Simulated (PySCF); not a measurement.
Harmonic spectrum computed at PBE in the def2-SVP basis family (core potentials from Rb on, PySCF, no spin–orbit coupling):

```json
{"ω (cm⁻¹)": "57", "IR (km/mol, summed over degenerate members)": "0.1", "degeneracy": "2"}
{"ω (cm⁻¹)": "238", "IR (km/mol, summed over degenerate members)": "0.0", "degeneracy": "1"}
{"ω (cm⁻¹)": "292", "IR (km/mol, summed over degenerate members)": "24.5", "degeneracy": "1"}
```

**Question.** Which molecule gave it? In each, all ligands are bound to the one heavy central atom.
A. GeBr₂ (singlet)
B. PtBr₂ (triplet)
C. RuBr₂ (quintet)
D. LaBr₂ (doublet)

**Answer.** B. It has D∞h symmetry with Pt–Br 2.327 Å (×2).
